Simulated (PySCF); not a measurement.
A structure optimised at B3LYP-D3(BJ)/def2-SVP, used in a PySCF frequency run:

```xyz
10

Al     0.0000     0.0000     1.2569
O     -1.0582     1.0582     2.0855
O      1.0582    -1.0582     2.0855
Al     0.0000     0.0000    -1.2569
O     -1.0582    -1.0582    -2.0855
O      1.0582     1.0582    -2.0855
H     -1.1749     1.1749     3.0324
H      1.1749    -1.1749     3.0324
H     -1.1749    -1.1749    -3.0324
H      1.1749     1.1749    -3.0324
```
Charge 0, spin multiplicity 1.

Problem. Write its SMILES, formula and point group.

Solution. [OH][Al]([OH])[Al]([OH])[OH], Al2H4O4, D2d

Problem. What are its rotational constants (standard atomic weights)?

Solution. 3.2717, 1.0575, 1.0575 GHz
